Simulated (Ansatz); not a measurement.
Gas-phase electronic energies from Ansatz, PBE0-D4/def2-TZVP geometries. CCSD(T)/CBS adds triple-zeta CCSD(T) − MP2 to the extrapolated MP2 energy (def2 sets, frozen cores). This one scheme is used for every species. Functionals use def2-TZVPP. HSE06 is defined as in plane-wave codes. One conformer a species, not always the lowest.

Reaction (substitution at a C–C bond): `O=CCC1CO1` + `N[SiH3]` → `O=CN[SiH3]` + `CC1CO1`

`O=CCC1CO1`:

Cartesian coordinates in Å:
```
O 1.445 -0.983 -1.480
C 0.429 -1.442 -1.036
C -0.592 -0.662 -0.263
C -0.239 0.779 -0.071
C 0.417 1.250 1.141
O -0.970 1.467 0.930
H 0.181 -2.516 -1.183
H -0.743 -1.156 0.705
H -1.552 -0.763 -0.789
H -0.079 1.348 -0.984
H 0.662 0.537 1.925
H 1.040 2.139 1.104
```

`N[SiH3]`:

Z-matrix (Å, degrees):
```
Si
N 1 1.720
H 1 1.486 2 107.9
H 1 1.494 2 116.0 3 -120.3
H 1 1.486 2 107.9 3 119.4
H 2 1.007 1 119.6 3 -168.6
H 2 1.007 1 119.6 3 49.2
```

`O=CN[SiH3]`:

Cartesian coordinates in Å:
```
O -1.612 -0.288 1.103
C -1.141 -0.930 0.192
N -0.005 -0.561 -0.450
Si 0.822 0.908 0.055
H -1.604 -1.862 -0.180
H 0.319 -1.152 -1.199
H -0.046 2.093 -0.130
H 1.273 0.802 1.461
H 1.995 0.989 -0.852
```

`CC1CO1`:

Z-matrix (Å, degrees):
```
C
C 1 1.495
H 1 1.091 2 110.5
H 1 1.093 2 110.6 3 120.4
H 1 1.093 2 110.7 3 -120.0
C 2 1.459 1 122.2 3 -25.4
O 2 1.420 1 116.7 3 43.2
H 2 1.090 1 115.7 3 -179.5
H 6 1.087 2 120.1 1 -152.8
H 6 1.088 2 119.0 1 0.2
```

Q: Is it downhill or uphill in electronic energy at CCSD(T)/CBS, and by how much? (Best estimate.)

A: Ansatz gave: Downhill: ΔE = -59.5 kJ/mol.

Q: What do these levels give: PBE-D4, PBE0-D4, HSE06-D4, ωB97M-V, B2PLYP, BLYP, r2SCAN0, MP2/def2-TZVPP, SCS-MP2/def2-TZVPP, HF/def2-QZVPP, MP2/def2-QZVPP, SCS-MP2/def2-QZVPP? (Estimate.)

A: Computed: PBE-D4 -71.7, PBE0-D4 -67.8, HSE06-D4 -67.9, ωB97M-V -62.3, B2PLYP -66.2, BLYP -70.2, r2SCAN0 -68.7, MP2/def2-TZVPP -62.9, SCS-MP2/def2-TZVPP -60.4, HF/def2-QZVPP -60.7, MP2/def2-QZVPP -62.6, SCS-MP2/def2-QZVPP -60.1 kJ/mol.

Largest T1 diagnostic among the species: 0.015.

From PBE to PBE0 (25 % exact exchange), in def2-TZVPP and without D4, ΔE moves by +3.7 kJ/mol. At CCSD(T), def2-SVP lies −10.4 kJ/mol from the extrapolated value and def2-TZVPP −0.5 kJ/mol. Leaving LDA and LC-ωPBE aside and taking each functional with its dispersion term where it has one, the values spread over 9.3 kJ/mol, from PBE-D4 to ωB97M-V. LDA lies −5.6 kJ/mol from PBE without D4.
